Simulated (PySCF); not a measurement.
C3H3, SMILES [CH][C][CH2+] (connectivity only; charge and spin as stated), charge +1, multiplicity 1. Atoms are numbered in the order given.

```xyz
6

C      0.0000     0.0000    -1.2363
C      0.0000     0.0000     0.1048
C      0.0000     0.0000     1.3286
H      0.0000     0.9363    -1.7925
H      0.0000    -0.9363    -1.7925
H      0.0000     0.0000     2.4025
```
Charge +1, spin multiplicity 1.

Geometry optimised at B3LYP-D3(BJ)/def2-TZVP.

These are TDDFT-PBE0/def2-SVPD (PySCF) values and carry that method's errors.

Vertical excitations. Gas-phase values at a fixed geometry. State labels are in the subgroup C2v.

Computed excitation energies, oscillator strengths and character:
```json
[
 {"state": "S1", "symmetry": "A2", "energy (eV)": "2.25", "λ (nm)": "551", "f": "0.000", "main pairs": "HOMO→LUMO 100 %"},
 {"state": "S2", "symmetry": "A1", "energy (eV)": "5.44", "λ (nm)": "228", "f": "0.130", "main pairs": "HOMO−1→LUMO 87 %, HOMO→LUMO+1 14 %"},
 {"state": "S3", "symmetry": "A2", "energy (eV)": "7.07", "λ (nm)": "175", "f": "0.000", "main pairs": "HOMO−2→LUMO 99 %"},
 {"state": "S4", "symmetry": "B1", "energy (eV)": "7.85", "λ (nm)": "158", "f": "0.010", "main pairs": "HOMO−3→LUMO 99 %"},
 {"state": "S5", "symmetry": "A2", "energy (eV)": "8.38", "λ (nm)": "148", "f": "0.000", "main pairs": "HOMO−1→LUMO+1 87 %"},
 {"state": "S6", "symmetry": "A2", "energy (eV)": "8.77", "λ (nm)": "141", "f": "0.000", "main pairs": "HOMO→LUMO+2 86 %"},
 {"state": "S7", "symmetry": "A1", "energy (eV)": "9.18", "λ (nm)": "135", "f": "0.816", "main pairs": "HOMO→LUMO+1 69 %, HOMO−1→LUMO+2 16 %, HOMO−1→LUMO 14 %"},
 {"state": "S8", "symmetry": "B1", "energy (eV)": "9.45", "λ (nm)": "131", "f": "0.001", "main pairs": "HOMO−4→LUMO 98 %"},
 {"state": "S9", "symmetry": "B2", "energy (eV)": "10.09", "λ (nm)": "123", "f": "0.017", "main pairs": "HOMO→LUMO+3 98 %"},
 {"state": "S10", "symmetry": "B2", "energy (eV)": "11.03", "λ (nm)": "112", "f": "0.000", "main pairs": "HOMO→LUMO+4 92 %"},
 {"state": "T1", "symmetry": "A2", "energy (eV)": "1.74", "λ (nm)": "713", "f": "0", "main pairs": "HOMO→LUMO 99 %"},
 {"state": "T2", "symmetry": "A1", "energy (eV)": "2.58", "λ (nm)": "480", "f": "0", "main pairs": "HOMO−1→LUMO 100 %"},
 {"state": "T3", "symmetry": "A1", "energy (eV)": "5.57", "λ (nm)": "223", "f": "0", "main pairs": "HOMO→LUMO+1 97 %"},
 {"state": "T4", "symmetry": "A2", "energy (eV)": "6.28", "λ (nm)": "197", "f": "0", "main pairs": "HOMO−2→LUMO 95 %"}
]
```
Triplets are in the Tamm–Dancoff approximation, which puts them higher than full response would, so one can lie above its singlet here.
